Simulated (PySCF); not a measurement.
## Static response to an electric field

Compound: CH2GaNS.
Geometry (PBE0-D3(BJ)/def2-SVP, Å), atoms numbered from 1 in this order:
```xyz
6
CH2GaNS angstrom
Ga     0.6792    1.1845    0.0013
H      2.2264    1.0351    0.0442
H     -0.2128    2.4572   -0.0378
N     -0.2472   -0.4067   -0.0143
C     -0.8346   -1.4472   -0.0032
S     -1.6110   -2.8229    0.0099
```

Level: CAM-B3LYP/def2-SVPD (PySCF), static field, nuclei fixed, core orbitals frozen in the response. The polarisability tensor in these axes (au):

```
x    71.53  27.80   0.09
y    27.80 104.61  -0.36
z     0.09  -0.36  46.85
```

**Question.** Give the principal values, the mean and the anisotropy Δα = √{½[(α1 − α2)² + (α2 − α3)² + (α1 − α3)²]}.

**Answer.** Principal values 46.84, 55.73 and 120.42 au; mean 74.33 au = 11.01 Å³ = 12.26 × 10⁻⁴⁰ C²·m²/J; Δα = 69.56 au (94 % of the mean).

**Question.** What is the dipole moment, and where does it point?

**Answer.** (1.72, 2.99, 0.01) D, 3.45 D in size, pointing from the negative to the positive side. Measured along this direction, the outermost atoms are S6 at the negative end and H3 and H2 at the positive end.

**Question.** Refractivity n − 1 of an ideal gas of it at 400 K and 1 atm, from the electronic α?

**Answer.** N = p/kT = 1.8347 × 10¹⁹ cm⁻³, so n − 1 = 2π × N × 11.01 × 10⁻²⁴ cm³ = 1270 × 10⁻⁶ at long wavelengths.

**Question.** Give the principal axes and the span of the nuclei along them.

**Answer.** Largest value along (0.49, 0.87, 0.00), where the nuclei span 5.28 Å; middle along (0.87, -0.49, 0.03), 2.82 Å; least along (-0.02, 0.02, 1.00), 0.03 Å. The response follows the extents in order.

**Question.** Sum over states: ᾱ = Σ f/ω², ω in Eh. What share falls to these 15 lowest TDDFT singlets (eV, f)? 3.92, 0.0000; 4.59, 0.1251; 5.44, 0.0000; 5.77, 0.0000; 6.07, 0.3534; 6.38, 0.0009; 6.42, 0.0193; 6.60, 0.0073; 7.07, 0.0326; 7.24, 0.0007; 7.48, 0.0273; 7.61, 0.6893; 7.67, 0.0009; 7.68, 0.0189; 7.96, 0.0002.

**Answer.** They add up to 21.89 au, 29.5 % of the 74.33 au; the largest single term is 8.80 au, from the state at 7.61 eV. Terms in order: 0.00, 4.40, 0.00, 0.00, 7.10, 0.02, 0.35, 0.12, 0.48, 0.01, 0.36, 8.80, 0.01, 0.24, 0.00 au. Higher excitations give the rest. The strengths listed sum to 1.276.

Geometry: PBE0-D3(BJ)/def2-SVP; no solvent, vibrations or thermal averaging. The calculation is non-relativistic, for gallium too.
